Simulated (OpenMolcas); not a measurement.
## OpenMolcas run: W+

Input:

```
&GATEWAY
Coord
1

W 0.0 0.0 0.0
Basis=ANO-RCC-VTZP
Group=XYZ
NoMove
AngMom=0.0 0.0 0.0
AMFI
&SEWARD
&RASSCF
FileOrb=start.orb
Symmetry=1
Spin=6
nActEl=5 0 0
Inactive=15 19
Ras2=6 0
CIRoot=6 6 1
SDav=6
CIMx=300
Iter=120 100
PrWF=0.3
OrbListing=Nothing
MaxOrb=0
Atom
>>> COPY $Project.JobIph JOBPRE
&RASSCF
FileOrb=start.orb
Symmetry=1
Spin=6
nActEl=5 0 2
Inactive=15 19
Ras2=6 0
Ras3=0 3
CIRoot=6 6 1
SDav=66
CIMx=300
Iter=120 100
PrWF=0.3
OrbListing=Nothing
MaxOrb=0
Thrs=2.0e-7 1.0e-1 5.0e-4
Atom
>>> COPY $Project.JobIph JOB001
&RASSCF
FileOrb=start.orb
Symmetry=1
Spin=4
nActEl=5 0 2
Inactive=15 19
Ras2=6 0
Ras3=0 3
CIRoot=96 96 1
SDav=474
CIMx=300
Iter=120 100
PrWF=0.3
OrbListing=Nothing
MaxOrb=0
Thrs=2.0e-7 1.0e-1 5.0e-4
Atom
CIOnly
>>> COPY $Project.JobIph JOB002
&RASSCF
FileOrb=start.orb
Symmetry=1
Spin=2
nActEl=5 0 2
Inactive=15 19
Ras2=6 0
Ras3=0 3
CIRoot=102 102 1
SDav=900
CIMx=300
Iter=120 100
PrWF=0.3
OrbListing=Nothing
MaxOrb=0
Thrs=2.0e-7 1.0e-1 5.0e-4
Atom
CIOnly
>>> COPY $Project.JobIph JOB003
&RASSCF
FileOrb=start.orb
Symmetry=2
Spin=6
nActEl=5 0 2
Inactive=15 19
Ras2=6 0
Ras3=0 3
CIRoot=44 44 1
SDav=45
CIMx=300
Iter=120 100
PrWF=0.3
OrbListing=Nothing
MaxOrb=0
Thrs=2.0e-7 1.0e-1 5.0e-4
Atom
>>> COPY $Project.JobIph JOB004
&RASSCF
FileOrb=start.orb
Symmetry=2
Spin=4
nActEl=5 0 2
Inactive=15 19
Ras2=6 0
Ras3=0 3
CIRoot=102 102 1
SDav=360
CIMx=300
Iter=120 100
PrWF=0.3
OrbListing=Nothing
MaxOrb=0
Thrs=2.0e-7 1.0e-1 5.0e-4
Atom
CIOnly
>>> COPY $Project.JobIph JOB005
&RASSCF
FileOrb=start.orb
Symmetry=2
Spin=2
nActEl=5 0 2
Inactive=15 19
Ras2=6 0
Ras3=0 3
CIRoot=102 102 1
SDav=630
CIMx=300
Iter=120 100
PrWF=0.3
OrbListing=Nothing
MaxOrb=0
Thrs=2.0e-7 1.0e-1 5.0e-4
Atom
CIOnly
>>> COPY $Project.JobIph JOB006
&RASSI
NrOfJobIphs=6 6 84 90 31 8 1
1 2 3 4 5 6
1 2 3 4 5 6 7 8 9 10 11 12 13 14 15 16 17 18 19 20 21 22 23 24 25 26 27
28 29 30 31 32 33 34 35 36 37 38 39 40 41 42 43 44 45 46 47 48 49 50 51
52 53 54 55 56 57 58 59 60 61 62 63 64 65 66 67 68 69 70 71 72 73 74 75
76 77 78 79 80 81 82 83 84
1 2 3 4 5 6 7 8 9 10 11 12 13 14 15 16 17 18 19 20 21 22 23 24 25 26 27
28 29 30 31 32 33 34 35 36 37 38 39 40 41 42 43 44 45 46 47 48 49 50 51
52 53 54 55 56 57 58 59 60 61 62 63 64 65 66 67 68 69 70 71 72 73 74 75
76 77 78 79 80 81 82 83 84 85 86 87 88 89 90
1 2 3 4 5 6 7 8 9 10 11 12 13 14 15 16 17 18 19 20 21 22 23 24 25 26 27
28 29 30 31
1 2 3 4 5 6 7 8
1
IphNames
JOB001
JOB002
JOB003
JOB004
JOB005
JOB006
EJob
SpinOrbit
DIPRint=1.0
SOCoupling=1000.0
Subsets=2
Property=9
'ANGMOM' 1 'ANGMOM' 2 'ANGMOM' 3 'MLTPL  1' 1 'MLTPL  1' 2 'MLTPL  1' 3
'AMFI' 1 'AMFI' 2 'AMFI' 3
SOProperty=3
'ANGMOM' 1 'ANGMOM' 2 'ANGMOM' 3
```

Launched by
```bash
OMP_NUM_THREADS=1 MOLCAS_MEM=1689 MOLCAS_PROJECT=a pymolcas a.inp > a.log  # once for each step of the input, in one work folder
```

A driver script runs the steps one by one and writes start.orb anew before each from the orbitals found so far, so a CI-only block uses the converged orbitals of the first block.

Output, cut to the results:

```
--- SEWARD ---
Basis set label: W.ANO-RCC...8S7P5D3F2G1H.

      Electronic valence basis set:
      ------------------
      Associated Effective Charge  74.000000 au
      Associated Actual Charge     74.000000 au
      Nuclear Model: Point charge

      Shell  nPrim  nBasis  Cartesian Spherical Contaminant
         s      24       8        X
         p      21       7        X
         d      15       5                 X
         f      11       3                 X
         g       4       2                 X
         h       2       1                 X
                  Relativistic Douglas-Kroll-Hess integrals:
                    - DKH order of Hamiltonian: 2
                    - DKH order of Properties : 0
                  Atomic mean-field integrals
--- RASSCF ---
Wave function specifications:
      -----------------------------

      Number of closed shell electrons          68
      Number of electrons in active shells       5
      Max number of holes in RAS1 space          0
      Max nr of electrons in RAS3 space          2
      Number of inactive orbitals               34
      Number of active orbitals                  9
      Number of secondary orbitals              61
      Spin quantum number                      2.5
      State symmetry                             1
Orbital specifications:
      -----------------------

      Symmetry species                           1   2
                                                ag  au
      Frozen orbitals                            0   0
      Inactive orbitals                         15  19
      Active orbitals                            6   3
      RAS1 orbitals                              0   0
      RAS2 orbitals                              6   0
      RAS3 orbitals                              0   3
      Secondary orbitals                        30  31
      Deleted orbitals                           0   0
      Number of basis functions                 51  53
      Number of CSFs                            66
      Number of root(s) required                 6
      Iter CI   SX   CI       RASSCF       Energy    max ROT     max BLB   max BLB  Level Ln srch  Step   QN
          iter iter root      energy       change     param      element    value   shift minimum  type update
 Nr of preliminary CI iterations:   1
      Total energies have been shifted. Add               -16000.00 au
        1   1    5    0  -127.13902734    0.00E+00   1.64E-05   13  37 2 -2.02E-06   0.17   0.00    SX    NO
        2   1    3    0  -127.13902734   -6.18E-11   4.03E-06   13  30 2 -1.90E-06   0.17   0.00    SX    NO
        3   1    3    0  -127.13902734   -1.64E-11   2.07E-06   13  30 2  1.93E-06   0.17   0.00    SX    NO
        4   1    3    0  -127.13902734    3.46E-11   1.19E-06   13  30 2 -2.00E-06   0.17   0.00    SX    NO
      Convergence after  4 iterations
        5   1    3    0  -127.13902734   -5.46E-12   1.19E-06   13  30 2  2.03E-06   0.17   0.00    SX    NO
      Natural orbitals and occupation numbers for root  1
      sym 1:   0.998062   0.000002   0.997670   0.998072   0.999259   0.999999
      sym 2:   0.003071   0.001928   0.001938
      Natural orbitals and occupation numbers for root  2
      sym 1:   0.998095   0.999258   0.997670   0.998040   0.000002   0.999999
      sym 2:   0.003071   0.001907   0.001959
      Natural orbitals and occupation numbers for root  3
      sym 1:   0.000002   0.997670   0.999259   0.998070   0.998064   0.999999
      sym 2:   0.001930   0.001935   0.003071
::    RASSCF root number  1 Total energy: -16127.14246747
::    RASSCF root number  2 Total energy: -16127.14246747
::    RASSCF root number  3 Total energy: -16127.14246747
::    RASSCF root number  4 Total energy: -16127.14246747
::    RASSCF root number  5 Total energy: -16127.14246747
::    RASSCF root number  6 Total energy: -16127.12182670
--- RASSCF ---
Wave function specifications:
      -----------------------------

      Number of closed shell electrons          68
      Number of electrons in active shells       5
      Max number of holes in RAS1 space          0
      Max nr of electrons in RAS3 space          2
      Number of inactive orbitals               34
      Number of active orbitals                  9
      Number of secondary orbitals              61
      Spin quantum number                      1.5
      State symmetry                             1
Orbital specifications:
      -----------------------

...
--- RASSI ---
SPIN-FREE ENERGIES:
  (Shifted by EMIN (a.u.) =     -16127.1424674673)

 SF State       Relative EMIN(au)   Rel lowest level(eV)    D:o, cm**(-1)      L_eff

     1             0.0000000000        0.0000000000              0.0000         2.0
     2             0.0000000000        0.0000000000              0.0000         2.0
     3             0.0000000000        0.0000000000              0.0000         2.0
     4             0.0000000000        0.0000000000              0.0000         2.0
     5             0.0000000000        0.0000000000              0.0000         2.0
     6             0.0206407703        0.5616639744           4530.1255         0.0
     7             0.0480991602        1.3088448252          10556.5454         1.0
     8             0.0480991602        1.3088448252          10556.5454         1.0
     9             0.0480991602        1.3088448252          10556.5454         1.0
    10             0.0560834907        1.5261095268          12308.9034         3.0
    11             0.0560834907        1.5261095268          12308.9034         3.0
    12             0.0560834907        1.5261095268          12308.9034         3.0
    13             0.0560834907        1.5261095268          12308.9034         3.0
    14             0.0560834907        1.5261095268          12308.9034         3.0
    15             0.0560834907        1.5261095268          12308.9034         3.0
    16             0.0560834907        1.5261095268          12308.9034         3.0
    17             0.0668921838        1.8202290505          14681.1374         2.0
    18             0.0668921838        1.8202290505          14681.1374         2.0
    19             0.0668921838        1.8202290505          14681.1374         2.0
    20             0.0668921838        1.8202290505          14681.1374         2.0
    21             0.0668921838        1.8202290505          14681.1374         2.0
...
```

Levels above the lowest, from the spin-orbit matrix, grouped by J:

```tsv
Configuration	Term	J	E (cm-1)	Measured (cm-1)	Term weight %	Second
5d4 6s	6D	1/2	0.0	0.0	87	10 4P(1)
5d4 6s	6D	3/2	1370	1519	93	5 4P(1)
5d4 6s	6D	5/2	2995	3172	97	
5d4 6s	6D	7/2	4611	4716	96	
5d4 6s	6D	9/2	6177	6147	92	5 5d3 6s2 4F
5d5	6S	5/2	8229	7420	90	6 5d4 6s 4P(1)
5d4 6s	4P(1)	1/2	11505		72	11 6D
5d3 6s2	4F	3/2	12798		50	29 5d4 6s 4P(1)
5d4 6s	4P(1)	3/2	13718		45	39 5d3 6s2 4F
5d3 6s2	4F	5/2	14812		84	5 5d4 6s 4D(1)
5d4 6s	4D(1)	1/2	16263		79	10 4P(1)
5d3 6s2	4F	7/2	16606		75	7 5d4 6s 4G
5d4 6s	4P(1)	5/2	16721		58	24 4D(1)
5d4 6s	4D(1)	3/2	17989		77	15 4P(1)
5d3 6s2	4F	9/2	18058		59	12 5d4 6s 4G
5d4 6s	4D(1)	5/2	18682		42	17 2D(1)
5d4 6s	4H	7/2	18784		56	14 5d3 6s2 4F
5d4 6s	4H	9/2	20091		51	24 5d3 6s2 4F
5d4 6s	4D(1)	7/2	20182		60	17 2F(1)
5d4 6s	4G	5/2	20288		70	14 4D(1)
5d4 6s	4H	11/2	20945		65	34 4G
5d4 6s	4G	7/2	21758		54	15 4H
5d4 6s	4H	13/2	22905		93	7 2I
5d4 6s	4G	9/2	23450		62	17 4H
```

Against the 5 measured excited levels shown (NIST Handbook of Basic Atomic Spectroscopic Data) the mean absolute deviation is 250 cm-1; the largest miss in energy is 5d5 6S 5/2: computed 8229, measured 7420 cm-1 (+10.9 %).

Some high roots are left out of the spin-orbit mixing, which shifts the levels that they would mix with. Without dynamic correlation excited terms often stand tens of per cent too high (terms of higher spin than the ground term too low), and those without a measured partner can miss by more than the paired ones. Terms from blocks run as CI alone lack orbitals of their own. Configurations are named by rounded mean occupations; where the s occupation lies near a half they are strongly mixed, a name can repeat and a true partner stay unpaired. A single d shell beside an s shell can misplace configurations of different d count against each other. Measured partners are found by configuration, term and J. A level has none where our copy of the source lacks it or the pairing is in doubt (some pairs that miss far off the trend of their configuration count as doubtful), and it then counts in no deviation. Levels of configurations outside the active space are missing. The first state left out of the spin-orbit step lies near 35000 cm-1 above the lowest spin-free state of the reference (among the parities and spins computed), and the list stops at four fifths of that energy or lower. The table shows the lowest 24 of 35 levels.

The term weight is that of the spin-free term in the level, not the purity of its configuration. A number in round brackets counts repeated terms of one configuration in the order of the reference energies.
